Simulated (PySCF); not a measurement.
Molfile (atoms numbered from 1):
```
C2H7O2PSi
     RDKit          3D

 13 12  0  0  0  0  0  0  0  0999 V2000
    2.5057    0.4983   -0.0982 C   0  0  0  0  0  0  0  0  0  0  0  0
    1.3018   -0.3725    0.0800 C   0  0  0  0  0  0  0  0  0  0  0  0
    1.3179   -1.5489    0.3433 O   0  0  0  0  0  0  0  0  0  0  0  0
    0.1485    0.2931   -0.0803 O   0  0  0  0  0  0  0  0  0  0  0  0
   -1.2965   -0.6207    0.1165 Si  0  0  0  0  0  4  0  0  0  0  0  0
   -2.8895    0.8967   -0.3740 P   0  0  0  0  0  0  0  0  0  0  0  0
    2.4685    0.9855   -1.0832 H   0  0  0  0  0  0  0  0  0  0  0  0
    3.4187   -0.0989    0.0004 H   0  0  0  0  0  0  0  0  0  0  0  0
    2.4930    1.2979    0.6573 H   0  0  0  0  0  0  0  0  0  0  0  0
   -1.3616   -1.1455    1.5073 H   0  0  0  0  0  0  0  0  0  0  0  0
   -1.3585   -1.7160   -0.8884 H   0  0  0  0  0  0  0  0  0  0  0  0
   -2.8486    1.5013    0.9205 H   0  0  0  0  0  0  0  0  0  0  0  0
   -3.9335   -0.0122   -0.0107 H   0  0  0  0  0  0  0  0  0  0  0  0
  1  2  1  0
  2  3  2  0
  2  4  1  0
  4  5  1  0
  5  6  1  0
  1  7  1  0
  1  8  1  0
  1  9  1  0
  5 10  1  0
  5 11  1  0
  6 12  1  0
  6 13  1  0
M  END
```

Geometry: PBE0-D3(BJ)/def2-SVP; GIAO shifts from PySCF 2.14.0 with density-fitted response routines, gas phase, non-relativistic, averaged over equivalent atoms.

At LC-wPBE/pcSseg-1 (151 basis functions, 23 s wall time on 1 thread of an Arm Neoverse V2, shared host):
```
   atoms  δ (ppm)
      C2    182.2
      C1     23.4
      O3    466.8
      O4    200.6
     Si5     -3.4
      P6   -293.0
 H10/H11     5.26
H7/H8/H9     2.06
 H12/H13     1.59
```

Referencing at the same level of theory: ¹³C (188.56 ppm), ²⁹Si (358.50 ppm), ¹H (31.33 ppm) against TMS; ¹⁷O (338.72 ppm) against H2O; H3PO4 for ³¹P (308.04 ppm).

**Question.** Predict the values at WP04/pcSseg-1 on the same geometry.

**Answer.** 
```
   atoms  δ at WP04/pcSseg-1  change
      C2               179.5    -2.7
      C1                24.1    +0.7
      O3               452.4   -14.4
      O4               205.3    +4.7
     Si5                -6.3    -2.9
      P6              -236.9   +56.1
 H10/H11                4.76   -0.50
H7/H8/H9                2.08   +0.02
 H12/H13                1.30   -0.29
```

δ = σ(ref) − σ, references computed at the same level: ¹³C (σref 172.44) and ²⁹Si (σref 338.69) and ¹H (σref 31.56) against TMS; ¹⁷O (σref 317.54) against H2O; ³¹P (σref 299.29) against H3PO4.

The largest change is at P6 (phosphorus bonded to Si, 2 H). Cost: 151 basis functions, 14 s wall time on 1 thread of an Arm Neoverse V2, shared host.

Unscaled 17O shifts of doubly bonded oxygen tend to come out too high, by tens of ppm or more. Experimental scales use liquid or dissolved standards, which lie at an offset from isolated H2O (liquid H2O: subtract about 36 ppm) and H3PO4.
